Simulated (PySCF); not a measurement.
B(OH)(OMe)(tBu), SMILES COB(O)C(C)(C)C (C5H13BO2), singlet at its GFN2-xTB optimised geometry (Å):

```
21

B      0.4528    -0.3994     0.0000
O      1.8105    -0.3994     0.0000
H      2.2243     0.4626    -0.0138
O     -0.0456    -1.6511     0.0168
C     -1.3747    -2.0893    -0.0044
H     -1.7803    -2.0359    -1.0190
H     -1.3754    -3.1323     0.3197
H     -2.0135    -1.5104     0.6666
C     -0.3859     1.0109     0.0000
C     -1.0785     1.2240     1.3563
C      0.5607     2.2030    -0.2236
C     -1.4443     1.0529    -1.1129
H     -1.5911     2.1856     1.3710
H     -0.3487     1.2111     2.1633
H     -1.8131     0.4479     1.5551
H      1.2875     2.2850     0.5838
H      1.0900     2.1081    -1.1705
H     -0.0071     3.1323    -0.2494
H     -0.9873     0.8583    -2.0810
H     -2.2243     0.3156    -0.9484
H     -1.9139     2.0359    -1.1480
```

Computed with PySCF with CAM-B3LYP/def2-SVP. Cells within 0.4 Å of a nucleus heavier than hydrogen are left out (blank, or x).

Map of the electron localisation function on the plane z = 1.5 Å:

```
|00000000000000000000000000000|
|00000000000000000000000000000|
|00000000000000000000000000000|
|00000000000000000000000000000|
|00000000000000000000000000000|
|00000000254100000010000000000|
|00000003899710001464100000000|
|00000007999950003898300000000|
|00000017999961002899500000000|
|00000003899964100688200000000|
|00000000378x37500021000000000|
|00000001475xx8710000000000000|
|00000028999546400000000000000|
|00000049999843000000000000000|
|00000017999810000011100000000|
|00000000134100000123200000000|
|00000000000000000023310000000|
|00000004763000110001100000000|
|00000038997000220000000000000|
|00000027884000220000000000000|
|00000001211000010000000000000|
|00000000001100000000000000000|
|00000000014510000000000000000|
|00000000037740000000000000000|
|00000000014520000000000000000|
|00000000000000000000000000000|
|00000000000000000000000000000|
|00000000000000000000000000000|
|00000000000000000000000000000|
```
Scale: ten equal steps from 0.000 (start of '0') to 1.000 (end of '9'), in the order '0123456789'; x runs from -5.50 to 5.50, y from -5.50 (bottom) to 5.50 (top).
